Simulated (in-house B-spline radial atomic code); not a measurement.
## Solving the quasi-particle equation for 5d up of the thallium ion Tl⁸⁺

Configuration [Xe] 4f14 5d5, highest spin, start r2SCAN, empty levels kept to 810 hartree. Computed with a B-spline radial code for spherical atoms: all electrons, scalar-relativistic (spin-free one-electron X2C), finite nucleus, each spin shell either full or empty, empty states to l = 9 with an (l + 1/2)⁻⁴ tail; G0W0 by contour deformation at full frequency.

Without the two-electron picture change, the correlation of inner shells comes somewhat too large for so heavy an element.

At the mean-field level ε = -130.884 eV the matrix elements are Σx = -45.948 eV, v_xc = -37.02 eV and Σc(ε) = -0.652 eV, and the slope of the correlation self-energy is dΣc/dω = -0.0256. The quasi-particle energy solves E = ε + Σx − v_xc + Σc(E).

(1) What does the linearised equation give?

(2) How does that compare with the full solution and with static screening?

Answers

(1) Z = 1/(1 − dΣc/dω) = 1/1.0256 = 0.9750. The first-order shift is Σx − v_xc + Σc(ε) = -45.948 − (-37.02) + (-0.652) = -9.580 eV, so E ≈ ε + Z × shift = -130.884 + 0.9750 × (-9.580) = -140.224 eV.

(2) Solving the equation at full frequency dependence gives E = -140.215 eV, where Σc = -0.404 eV and the weight is 0.973; the linearised value is off by 10 meV. Leaving Z out would give -140.464 eV. Static COHSEX puts -3.106 eV in place of Σc and gives -142.918 eV, 2.70 eV deeper.
